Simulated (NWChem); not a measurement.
Everything below was run with NWChem. System: germanium monoxide (GeO), charge 0, spin multiplicity 1, at a geometry optimised with PBE0/def2-SVP. Level: CCSD(T)/aug-pcseg-1, 10 core orbitals frozen.

Job file:

```
start mol
memory heap 100 mb stack 700 mb global 1900 mb
geometry units angstroms nocenter noautoz
  Ge     0.000000     0.000000     0.324711
  O      0.000000     0.000000    -1.298846
  symmetry group C2v
end
basis spherical
  * library aug-pcseg-1
end
scf
  rhf
  nopen 0
  maxiter 100
  thresh 1e-7
  semidirect memsize 60000000 filesize 0
end
tce
  freeze core 10
  ccsd(t)
  2eorb
  2emet 13
  thresh 1e-6
  maxiter 100
  tilesize 24
end
task tce energy
```

Output (cleaned and shortened):

```
             Northwest Computational Chemistry Package (NWChem) 7.3.0
             --------------------------------------------------------

                                NWChem Input Module
                                -------------------

 Scaling coordinates for geometry "geometry" by  1.889725989
 (inverse scale =  0.529177249)

 Turning off AUTOSYM since
 SYMMETRY directive was detected!

                             Geometry "geometry" -> ""
                             -------------------------

 Output coordinates in angstroms (scale by  1.889725989 to convert to a.u.)

  No.       Tag          Charge          X              Y              Z
 ---- ---------------- ---------- -------------- -------------- --------------
    1 Ge                  32.0000     0.00000000     0.00000000     0.32471100
    2 O                    8.0000     0.00000000     0.00000000    -1.29884600

 Effective nuclear repulsion energy (a.u.)      83.4398642881

            Nuclear Dipole moment (a.u.)
            ----------------------------
        X                 Y               Z
 ---------------- ---------------- ----------------
     0.0000000000     0.0000000000    -0.0000302356

      Symmetry information
      --------------------

 Group name             C2v
 Group number             16
 Group order               4
 No. of unique centers     2

      Symmetry unique atoms

     1    2


 Summary of "ao basis" -> "" (spherical)
 ------------------------------------------------------------------------------
       Tag                 Description            Shells   Functions and Types
 ---------------- ------------------------------  ------  ---------------------
 *                        aug-pcseg-1                 on all atoms

 Summary of "ao basis" -> "ao basis" (spherical)
 ------------------------------------------------------------------------------
       Tag                 Description            Shells   Functions and Types
 ---------------- ------------------------------  ------  ---------------------
 Ge                       aug-pcseg-1               14       36   6s5p3d
 O                        aug-pcseg-1                9       23   4s3p2d

                                 NWChem SCF Module
                                 -----------------

  ao basis        = "ao basis"
  functions       =    59
  atoms           =     2
  closed shells   =    20
  open shells     =     0
  charge          =   0.00
  wavefunction    = RHF
  use symmetry    = T
  symmetry adapt  = T

 Summary of "ao basis" -> "ao basis" (spherical)
 ------------------------------------------------------------------------------
       Tag                 Description            Shells   Functions and Types
 ---------------- ------------------------------  ------  ---------------------
 Ge                       aug-pcseg-1               14       36   6s5p3d
 O                        aug-pcseg-1                9       23   4s3p2d

      Symmetry analysis of basis
      --------------------------

        a1         28
        a2          5
        b1         13
        b2         13

 Forming initial guess at       0.0s

      Superposition of Atomic Density Guess
      -------------------------------------

 Sum of atomic energies:       -2149.77227677

      Non-variational initial energy
      ------------------------------

 Total energy =   -2149.775369
 1-e energy   =   -3163.616707
 2-e energy   =     930.401474
 HOMO         =      -0.354149
 LUMO         =      -0.042337

      Symmetry analysis of molecular orbitals - initial
      -------------------------------------------------

 !! scf_movecs_sym_adapt:   36 vectors were symmetry contaminated

  Symmetry fudging

 !! scf_movecs_sym_adapt:   34 vectors were symmetry contaminated

  Numbering of irreducible representations:

     1 a1          2 a2          3 b1          4 b2

  Orbital symmetries:

     1 a1          2 a1          3 a1          4 b1          5 b2
     6 a1          7 a1          8 a1          9 b2         10 b1
    11 a1         12 b1         13 b2         14 a1         15 a2
    16 a1         17 a1         18 b2         19 b1         20 a1
    21 b2         22 b1         23 a1         24 a1         25 b2
    26 b1         27 a1         28 a1         29 a1         30 a2

 Starting SCF solution at       0.7s

 ----------------------------------------------
         Quadratically convergent ROHF

 Convergence threshold     :          1.000E-07
 Maximum no. of iterations :          100
 Final Fock-matrix accuracy:          1.000E-09
 ----------------------------------------------

              iter       energy          gnorm     gmax       time
             ----- ------------------- --------- --------- --------
                 1    -2149.7766621733  1.52D+00  4.81D-01      0.7
                 2    -2149.9151580441  2.60D-01  6.80D-02      0.7
                 3    -2149.9240062670  1.06D-02  3.85D-03      0.7
                 4    -2149.9240223368  4.52D-05  1.75D-05      0.8
                 5    -2149.9240223371  1.89D-09  6.20D-10      0.8

       Final RHF  results
       ------------------

         Total SCF energy =  -2149.924022337104
      One-electron energy =  -3164.407666489863
      Two-electron energy =    931.043779864703
 Nuclear repulsion energy =     83.439864288056

        Time for solution =      0.1s

       Symmetry analysis of molecular orbitals - final
       -----------------------------------------------

  Numbering of irreducible representations:

     1 a1          2 a2          3 b1          4 b2

  Orbital symmetries:

     1 a1          2 a1          3 b1          4 b2          5 a1
     6 a1          7 a1          8 b1          9 b2         10 a1
    11 a1         12 a1         13 a2         14 b1         15 b2
    16 a1         17 a1         18 b1         19 b2         20 a1
    21 b1         22 b2         23 a1         24 a1         25 b1
    26 b2         27 a1         28 a1         29 a2         30 a1

             Final eigenvalues
             -----------------

              1
    1 -405.1926
    2  -52.1341
    3  -46.2590
    4  -46.2590
    5  -46.2567
    6  -20.5222
    7   -7.2235
    8   -5.2204
    9   -5.2204
   10   -5.2143
   11   -1.6987
   12   -1.6966
   13   -1.6966
   14   -1.6892
   15   -1.6892
   16   -1.2363
   17   -0.6167
   18   -0.4531
   19   -0.4531
   20   -0.4285
   21    0.0124
   22    0.0124
   23    0.0444
   24    0.0642
   25    0.0811
   26    0.0811
   27    0.1498
   28    0.1640
   29    0.1640
   30    0.2046

                       ROHF Final Molecular Orbital Analysis
                       -------------------------------------

 Vector   18  Occ=2.000000D+00  E=-4.531084D-01  Symmetry=b1
              MO Center=  6.2D-16,  9.3D-29, -1.1D+00, r^2= 1.1D+00
   Bfn.  Coefficient  Atom+Function         Bfn.  Coefficient  Atom+Function
  ----- ------------  ---------------      ----- ------------  ---------------
    41      0.562999  2 O  px                44      0.446984  2 O  px
    13      0.172220  1 Ge px

 Vector   19  Occ=2.000000D+00  E=-4.531084D-01  Symmetry=b2
              MO Center= -1.7D-28, -4.6D-15, -1.1D+00, r^2= 1.1D+00
   Bfn.  Coefficient  Atom+Function         Bfn.  Coefficient  Atom+Function
  ----- ------------  ---------------      ----- ------------  ---------------
    42      0.562999  2 O  py                45      0.446984  2 O  py
    14      0.172220  1 Ge py

 Vector   20  Occ=2.000000D+00  E=-4.285270D-01  Symmetry=a1
              MO Center= -6.9D-16, -2.4D-15,  1.4D-01, r^2= 2.5D+00
   Bfn.  Coefficient  Atom+Function         Bfn.  Coefficient  Atom+Function
  ----- ------------  ---------------      ----- ------------  ---------------
     5      0.525172  1 Ge s                 43     -0.406121  2 O  pz
     4      0.371540  1 Ge s                 46     -0.327555  2 O  pz
    15      0.308443  1 Ge pz                 3     -0.285550  1 Ge s
    12     -0.205933  1 Ge pz                18      0.184093  1 Ge pz

 Vector   21  Occ=0.000000D+00  E= 1.236336D-02  Symmetry=b1
              MO Center= -1.5D-13, -3.2D-27,  6.4D-01, r^2= 8.4D+00
   Bfn.  Coefficient  Atom+Function         Bfn.  Coefficient  Atom+Function
  ----- ------------  ---------------      ----- ------------  ---------------
    19      0.667781  1 Ge px                16      0.524084  1 Ge px
    47     -0.285260  2 O  px                13      0.238167  1 Ge px
    41     -0.202095  2 O  px                44     -0.188896  2 O  px

 Vector   22  Occ=0.000000D+00  E= 1.236336D-02  Symmetry=b2
              MO Center=  6.3D-27,  3.7D-13,  6.4D-01, r^2= 8.4D+00
   Bfn.  Coefficient  Atom+Function         Bfn.  Coefficient  Atom+Function
  ----- ------------  ---------------      ----- ------------  ---------------
    20      0.667781  1 Ge py                17      0.524084  1 Ge py
    48     -0.285260  2 O  py                14      0.238167  1 Ge py
    42     -0.202095  2 O  py                45     -0.188896  2 O  py

 Vector   23  Occ=0.000000D+00  E= 4.438368D-02  Symmetry=a1
              MO Center=  5.1D-13, -6.6D-13,  2.6D+00, r^2= 1.1D+01
   Bfn.  Coefficient  Atom+Function         Bfn.  Coefficient  Atom+Function
  ----- ------------  ---------------      ----- ------------  ---------------
    21      1.028440  1 Ge pz                 6      0.924626  1 Ge s
    40     -0.580619  2 O  s                 49     -0.505353  2 O  pz
    18     -0.495639  1 Ge pz

 center of mass
 --------------
 x =   0.00000000 y =   0.00000000 z =   0.06784780

 moments of inertia (a.u.)
 ------------------
         123.778946852626           0.000000000000           0.000000000000
           0.000000000000         123.778946852626           0.000000000000
           0.000000000000           0.000000000000           0.000000000000

  Mulliken analysis of the total density
  --------------------------------------

    Atom       Charge   Shell Charges
 -----------   ------   -------------------------------------------------------
    1 Ge  32    30.72   2.00  2.00  2.00  1.05  0.64 -0.01  6.00  5.98  0.71  0.32 -0.01 10.03  0.03 -0.01
    2 O    8     9.28   2.00  0.91  1.02  0.14  2.78  2.19  0.18  0.01  0.05

       Multipole analysis of the density wrt the origin
       ------------------------------------------------

     L   x y z        total         open         nuclear
     -   - - -        -----         ----         -------
     0   0 0 0     -0.000000      0.000000     40.000000

     1   1 0 0     -0.000000      0.000000      0.000000
     1   0 1 0      0.000000      0.000000      0.000000
     1   0 0 1      1.635908      0.000000     -0.000030

     2   2 0 0    -15.201302      0.000000      0.000000
     2   1 1 0     -0.000000      0.000000      0.000000
     2   1 0 1     -0.000000      0.000000      0.000000
     2   0 2 0    -15.201302      0.000000      0.000000
     2   0 1 1      0.000000      0.000000      0.000000
     2   0 0 2    -21.155208      0.000000     60.243851

                   NWChem Extensible Many-Electron Theory Module
                   ---------------------------------------------


            General Information
            -------------------
      Number of processors :     1
         Wavefunction type : Restricted Hartree-Fock
          No. of electrons :    40
           Alpha electrons :    20
            Beta electrons :    20
           No. of orbitals :   118
            Alpha orbitals :    59
             Beta orbitals :    59
        Alpha frozen cores :    10
         Beta frozen cores :    10
     Alpha frozen virtuals :     0
      Beta frozen virtuals :     0
         Spin multiplicity : singlet
    Number of AO functions :    59
       Number of AO shells :    23
        Use of symmetry is : on
      Symmetry adaption is : on
         Schwarz screening : 0.10D-09

          Correlation Information
          -----------------------
          Calculation type : Coupled-cluster singles & doubles w/ perturbation
   Perturbative correction : (T)
            Max iterations :      100
        Residual threshold : 0.10D-05
     T(0) DIIS level shift : 0.00D+00
     L(0) DIIS level shift : 0.00D+00
     T(1) DIIS level shift : 0.00D+00
     L(1) DIIS level shift : 0.00D+00
     T(R) DIIS level shift : 0.00D+00
     T(I) DIIS level shift : 0.00D+00
   CC-T/L Amplitude update :  5-th order DIIS
                I/O scheme : Global Array Library
        L-threshold :  0.10D-05
        EOM-threshold :  0.10D-05
 no EOMCCSD initial starts read in
 TCE RESTART OPTIONS
 SLICE:      F
 D4D5:       F
 quantumc:   F
 qrotation:  F
 pwtce:      F
 qducc:      F
 nacto:                         0
 nrotv:                         0
 nrot:                          0

            Memory Information
            ------------------
          Available GA space size is     249033319 doubles
          Available MA space size is     104852508 doubles

 Maximum block size supplied by input
 Maximum block size        24 doubles

 tile_dim =     17

 -------------------------------------------------

 Global array virtual files algorithm will be used

 Parallel file system coherency ......... OK

 4-electron integrals stored in orbital form

 v2    file size   =           397967
 4-index algorithm nr.  13 is used
 imaxsize =       30
 imaxsize ichop =        0


CCSD iterations
 ---------------------------------------------------------
 Iter          Residuum       Correlation     Cpu    Wall
 ---------------------------------------------------------
    1   0.1560240967784  -0.3034107527605     0.1     0.1
    2   0.0473330806263  -0.2871320355663     0.1     0.1
    3   0.0184692646615  -0.3006986808519     0.1     0.1
    4   0.0129805918266  -0.2979979400761     0.1     0.1
    5   0.0069769356877  -0.3010188769844     0.1     0.1
    6   0.0018222900108  -0.3005622162555     0.1     0.1
    7   0.0010398304295  -0.3005178967120     0.1     0.1
    8   0.0004878562428  -0.3005587305584     0.1     0.1
    9   0.0004101529546  -0.3005359864278     0.1     0.1
   10   0.0001911624089  -0.3005746775999     0.1     0.1
   11   0.0000520101540  -0.3005777747398     0.1     0.1
   12   0.0000231800500  -0.3005744848678     0.1     0.1
   13   0.0000119525031  -0.3005774151067     0.1     0.1
   14   0.0000084554529  -0.3005760507404     0.1     0.1
   15   0.0000042673498  -0.3005772309499     0.1     0.1
   16   0.0000017084942  -0.3005769930848     0.1     0.1
   17   0.0000010845957  -0.3005768484686     0.1     0.1
   18   0.0000005180329  -0.3005769381654     0.1     0.1
 -----------------------------------------------------------------
 Iterations converged
 CCSD correlation energy / hartree =        -0.300576938165356
 CCSD total energy / hartree       =     -2150.224599275269156

 Singles contributions

 Doubles contributions
 CCSD(T)
 Using plain CCSD(T) code
             total no. of tasks          500
 total no. of tasks / no. procs          500
                         wl_min           64           2.0
                         wl_max       614125           9.2
        thresh for no. of tasks          500

 CCSD[T]  correction energy / hartree =        -0.018900187842788
 CCSD[T] correlation energy / hartree =        -0.319477126008144
 CCSD[T] total energy / hartree       =     -2150.243499463112130
 CCSD(T)  correction energy / hartree =        -0.014823779405081
 CCSD(T) correlation energy / hartree =        -0.315400717570437
 CCSD(T) total energy / hartree       =     -2150.239423054674262

 Task  times  cpu:        6.5s     wall:        6.5s

 Total times  cpu:        6.5s     wall:        6.5s
```
